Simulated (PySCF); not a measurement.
C6H11N3S.
Numbering: `[CH3:1][CH2:2][n:3]1[n:4][n:5][c:6]([S:7][CH3:8])[c:9]1[CH3:10]`

Geometry (GFN2-xTB, Å), atoms numbered from 1 in this order:
```xyz
21
C6H11N3S angstrom
C     -2.9368    0.5108    0.5602
C     -2.2205   -0.1584   -0.6091
N     -0.8030    0.0688   -0.5577
N     -0.2429    1.0329   -1.2787
N      1.0169    1.0566   -1.0446
C      1.3090    0.0926   -0.1497
S      2.9204   -0.2223    0.4439
C      3.8133    1.0303   -0.5141
C      0.1362   -0.5685    0.1864
C     -0.1150   -1.7022    1.1036
H     -2.6017    0.0967    1.5079
H     -2.7374    1.5794    0.5555
H     -4.0081    0.3542    0.4726
H     -2.5681    0.2657   -1.5535
H     -2.4081   -1.2359   -0.6067
H      3.6654    0.8366   -1.5716
H      4.8607    0.9406   -0.2448
H      3.4280    2.0113   -0.2557
H     -0.6204   -1.3675    2.0100
H      0.8376   -2.1442    1.3845
H     -0.7347   -2.4606    0.6253
```

NICS = −σ at a ghost point: NICS(0) at the centroid of the ring atoms, NICS(1) 1 Å to either side along the normal of their mean plane, zz for the tensor component along that normal. Level: GIAO PBE0/pcSseg-1 (PySCF, non-relativistic, gas phase) on the GFN2-xTB geometry, one conformer.

Ring bond lengths (Å), with Mayer bond orders in brackets: N3–N4 1.328 (1.20), N4–N5 1.282 (1.45), N5–C6 1.347 (1.31), C6–C9 1.388 (1.39), C9–N3 1.357 (1.04).

Q: Give the NICS values of each ring in ppm.

A: 
```csv
ring,type,NICS(0),"NICS(1), two faces","NICS(1)zz, two faces",rms pucker (Å),"centre to ring atoms, mean (Å)"
N3–N4–N5–C6–C9,5-membered ring with 3 N; formal bonds all aromatic,-11.9,-12.4 / -12.5,-29.3 / -30.0,0.00,1.14
```

Q: What do they say, and how far can they be read as aromaticity?

A: 
- N3–N4–N5–C6–C9: mean NICS(1)zz -29.7 ppm, shielded. The ring is flat and has no four-coordinate atom; by the NICS criterion it is aromatic.

Q: How equal are the bonds by HOMA? Use HOMA with the parameters of Krygowski (1993).

A: 
- N3–N4–N5–C6–C9: HOMA 0.96; the largest term is that of N4–N5, α(R − Ropt)² = 0.10. The geometric and the magnetic index point the same way.

Q: Give the inner angles of the rings and the Hirshfeld charges of the ring atoms.

A: 
- N3–N4–N5–C6–C9: N3 110.3° (+0.043 e), N4 109.2° (-0.090 e), N5 108.7° (-0.141 e), C6 108.6° (-0.026 e), C9 103.2° (+0.017 e); sum 540.0° against 540° for a flat convex ring.
